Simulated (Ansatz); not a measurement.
Start from `N=C[SiH](N)F` and change one atom or group to get `N[SiH](F)[O][SbH2]`.

Ansatz, PBE0-D4/def2-TZVP geometries, multiplicity 1. Each molecule was computed in one conformer, which needn't be the lowest.

Elements past krypton have def2 core potentials.  Spin–orbit coupling is left out; it splits and shifts lone-pair levels of the heavy atoms by tenths of an eV.

```json
{"property": "HOMO energy (ωB97M-V/def2-TZVPP) / eV", "`N=C[SiH](N)F`": "-9.62"}
{"property": "LUMO energy (ωB97M-V/def2-TZVPP) / eV", "`N=C[SiH](N)F`": "1.00"}
{"property": "ideal-gas entropy at 298 K and 1 bar (rigid rotor, harmonic PBE0-D4/def2-TZVP) / J/(mol·K)", "`N=C[SiH](N)F`": "336"}
{"property": "HOMO–LUMO gap (PBE0/def2-TZVPP) / eV", "`N=C[SiH](N)F`": "6.14"}
{"property": "size of the dipole moment (B3LYP/def2-TZVPP) / D", "`N=C[SiH](N)F`": "3.07"}
{"property": "LUMO energy (PBE0/def2-TZVPP) / eV", "`N=C[SiH](N)F`": "-1.15"}
```

Q: Give the same properties after the change, and the shifts. (Best estimate.)

A: Ansatz gave: 
```csv
property,`N[SiH](F)[O][SbH2]`,shift
HOMO energy (ωB97M-V/def2-TZVPP) / eV,-9.58,0.04
LUMO energy (ωB97M-V/def2-TZVPP) / eV,0.52,-0.48
"ideal-gas entropy at 298 K and 1 bar (rigid rotor, harmonic PBE0-D4/def2-TZVP) / J/(mol·K)",385,49
HOMO–LUMO gap (PBE0/def2-TZVPP) / eV,6.23,0.09
size of the dipole moment (B3LYP/def2-TZVPP) / D,2.53,-0.54
LUMO energy (PBE0/def2-TZVPP) / eV,-1.21,-0.06
```

With PBE0 the HOMO falls by 0.15 eV and the LUMO falls by 0.06 eV, so the gap widens by about 0.09 eV. PBE moves the HOMO by -0.49 eV and ωB97M-V by 0.04 eV. Dipoles are sizes alone; their direction can turn. Modes under 60 cm⁻¹, often nearly free rotors, make the harmonic entropy too high.

B3LYP here is the variant with VWN-RPA as its local correlation; programs differ in this.
